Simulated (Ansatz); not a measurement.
Basis-set extrapolation for ClH5O2Si2, SMILES `O[SiH](O)[SiH2]Cl` (PBE0-D4/def2-TZVP geometry, frozen core, the Gaussian-basis code of Ansatz). Multiplicity 1, RHF reference.

|  | def2-TZVPP | def2-QZVPP |
| --- | --- | --- |
| HF | -1190.264012 | -1190.302596 |
| MP2 correlation | -0.910324 | -0.989628 |
| CCSD(T) correlation | -0.993559 | not run |

Energies in hartree. Use E(X) = E(∞) + A·exp(−7.88·√X) for Hartree–Fock and E(X) = E(∞) + B·X^(−2.97) for correlation, with X = 3 and 4, and add CCSD(T) minus MP2 of the smaller set to the MP2 limit.

**Question.** What is the CCSD(T) energy at the basis-set limit?

**Answer.** HF limit: -1190.302596 + (-0.038584) × 0.13774 = -1190.30791. MP2 limit: -0.989628 + (-0.079304) × 0.74074 = -1.04837. Higher-order term: -0.993559 − (-0.910324) = -0.08323. Total: -1191.43951 hartree, 4.95 eV below CCSD(T)/def2-TZVPP.
